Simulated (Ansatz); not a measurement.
`C=C[SiH](Cl)Cl`, relaxed with RKS PBE0-D4/def2-TZVP in Ansatz 0.2.0 from a PBE-D4/def2-SVP geometry. The force threshold is 0.005 eV/Å; the program also tests the step.

The species carries charge 0 and has multiplicity 1.

Start:

```xyz
9

C    -0.838    1.375   -0.143
C    -0.741    0.054    0.113
Si    0.886   -0.840    0.021
Cl    1.336   -1.672    1.872
Cl    0.767   -2.380   -1.368
H     0.041    1.983   -0.419
H    -1.800    1.913   -0.088
H    -1.646   -0.517    0.386
H     1.995    0.085   -0.375
```

| step | energy (eV) | largest force (eV/Å) | largest move (Å) |
| --- | --- | --- | --- |
| 1 | -35052.3151 | 0.552 | 0.000 |
| 2 | -35052.3664 | 0.133 | 0.038 |
| 3 | -35052.3691 | 0.055 | 0.023 |
| 4 | -35052.3694 | 0.025 | 0.007 |
| 5 | -35052.3695 | 0.010 | 0.006 |
| 6 | -35052.3695 | 0.012 | 0.006 |
| 7 | -35052.3695 | 0.002 | 0.003 |

End:

```xyz
9

C    -0.825    1.352   -0.143
C    -0.746    0.050    0.119
Si    0.867   -0.830    0.025
Cl    1.334   -1.658    1.838
Cl    0.776   -2.341   -1.353
H     0.050    1.935   -0.420
H    -1.764    1.895   -0.095
H    -1.644   -0.498    0.392
H     1.951    0.094   -0.362
```

Run time 9.5 s (4 threads of an AMD EPYC 9R45 on a shared host); peak host memory 0.58 GiB.
